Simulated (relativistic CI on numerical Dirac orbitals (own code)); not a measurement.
What each ingredient does to the levels of F6+

Base calculation: Dirac-Coulomb-Breit CI, orbitals from a KLI potential per configuration, QED by a radiative potential, unscaled Slater integrals.

CI space (outside the closed core 1s2): 2s, 2p, 3s, 3p, 3d, 4s, 4p, 4f, 4d, 5s, 5p, 5g, 5f, 5d. Levels of other configurations are missing.

Variants: (1) valence Slater integrals scaled by 0.9; (2) one mean potential for all configurations; (3) non-relativistic limit. Shifts of the energy above 2s ²S1/2, in cm⁻¹, for the lowest level and the first level of each name with at least 55 % of one term (blank where a level changes its place among those of its configuration and J or its character, or is not in the variant):

```csv
Level,Base,Δ(1),Δ(2),Δ(3),Measured
2s ²S1/2,0,0,0,0,0
2p ²P°1/2,113158,0,+76,-475,
2p ²P°3/2,114114,0,+71,-1430,
3s ²S1/2,853716,0,+77,-1008,854625
3p ²P°1/2,884537,0,+13,-1138,885136
3p ²P°3/2,884813,0,+16,-1414,885418
3d ²D3/2,894472,0,+159,-1386,895632
3d ²D5/2,894558,0,+160,-1472,895722
4s ²S1/2,1139307,0,+122,-1290,1140416
4p ²P°1/2,1151904,0,+88,-1342,
4p ²P°3/2,1152018,0,+90,-1457,
4d ²D3/2,1156034,0,+168,-1447,1157223
4d ²D5/2,1156070,0,+168,-1483,1157255
4f ²F°5/2,1156212,0,+184,-1483,
```

At this charge configurations can still be misplaced by up to about 7 % of their energy. 9 of the 9 excited levels that our extract of the measured tables holds in this range could be paired (the sources list more); they are missed by 1009 cm⁻¹ on average and 1189 at most, and levels without a partner can miss by more.

Measured levels: Moore, Atomic Energy Levels, vol. I, NSRDS-NBS 35 (1971 reprint of NBS Circular 467, 1949).

Ionisation energy from the two ground configurations alone: base 185.022 eV. The NIST ASD value (measured) is 185.187 eV.
